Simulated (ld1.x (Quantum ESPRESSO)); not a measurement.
# Varying the TM semilocal potential for Zr (Z = 40)

Base potential:

- Element: Zr (Z = 40)
- Generator: ld1.x (Quantum ESPRESSO) 7.5
- Type: norm-conserving Troullier–Martins (semilocal form)
- Functional: PBE
- Relativity: scalar-relativistic
- Frozen core: [Kr]
- Valence charge: 4
- Reference configuration: 4d2 5s1 5p0 (charge +1)
- Partial waves: 5s (bound): rc 3.30 bohr; 4d (bound): rc 2.00 bohr; 5p (bound, empty): rc 3.60 bohr
- Local potential: the p channel
- Core correction: Bessel-smoothed model core inside 1.90 bohr

Cutoffs, loose and tight: the cutoffs (Ry, on a coarse ladder) from which the occupation-weighted sum of valence levels, in a spherical-Bessel basis at the reference potential, stays within 10 and 1 mRy of its value at 400 Ry. They do not see the model core or the augmentation charge, which bear on the density cutoff. Test errors are all-electron minus pseudo excitation energies from the reference, over the configurations 4d2 5s2 5p0; 4d2 5s0 5p0; 4d1 5s0 5p0; 4d1 5s2 5p1; 4d2 5s0 5p1; 4d1 5s2 5p0; 4d3 5s1 5p0. A dash means not determined; rows that change the core or the reference have their own tests.

A true bound ghost makes a file unfit for plane-wave use even where its test errors are small: the radial tests pick states by their node count and pass the ghost by.

In the semilocal form every listed channel keeps its own potential, so the choice of the local channel does not act on these tests. It acts once the file is put into the separable form.

A semilocal file is local in each channel, so a ghost entry of none says nothing of the separable form that plane-wave codes build from it.

| change | outcome | cutoff, loose | cutoff, tight | bound ghosts | largest test error (meV) |
| --- | --- | --- | --- | --- | --- |
| base | generated | 30 Ry | 35 Ry | none | -245 |
| wave 5s (bound): rc 3.30 bohr becomes 5s (bound): rc 2.48 bohr | generated | 30 Ry | 35 Ry | none | -265 |
| all radii but the core radius scaled by about 0.89 (s 2.92, p 3.18, d 1.78 bohr) | generated | 30 Ry | 40 Ry | none | -239 |
| wave 5p (bound): rc 3.60 bohr becomes 5p (bound): rc 4.84 bohr | generated | 30 Ry | 35 Ry | none | -245 |
| core correction Bessel-smoothed model core inside 0.74 bohr | generated | 30 Ry | 35 Ry | none | -244 |
| functional LDA (PZ) | generated | 30 Ry | 35 Ry | none | -243 |
| form changed from semilocal to separable (Kleinman–Bylander), still TM | generated | 30 Ry | 35 Ry | none | -332 |
| reference 4d2 5s1.5 5p0.5 | generated | 30 Ry | 35 Ry | none | -208 |
| wave 4d (bound): rc 2.00 bohr becomes 4d (bound): rc 2.44 bohr | generated | 25 Ry | 30 Ry | none | -241 |
| local potential the d channel | generated | 30 Ry | 35 Ry | none | -245 |
| core [Ar] 3d10 4s2, valence charge 10; reference 4p6 4d2 5s0 5p0; waves now 4p (bound): rc 1.65 bohr; 4d (bound): rc 1.85 bohr; 5s (bound): rc 2.75 bohr; local potential the s channel; core correction Bessel-smoothed model core inside 1.70 bohr | generated | 40 Ry | 70 Ry | none | -327 |
| reference 4d2 5s1.75 5p0.25 | generated | 30 Ry | 35 Ry | none | -221 |

Question: What comes out with this change to the base: form changed from semilocal to separable (Kleinman–Bylander), still TM; local potential the d channel?

Answer: outcome: generated; cutoff, loose: 30 Ry; cutoff, tight: 35 Ry; bound ghosts: s, p; largest test error (meV): -245.
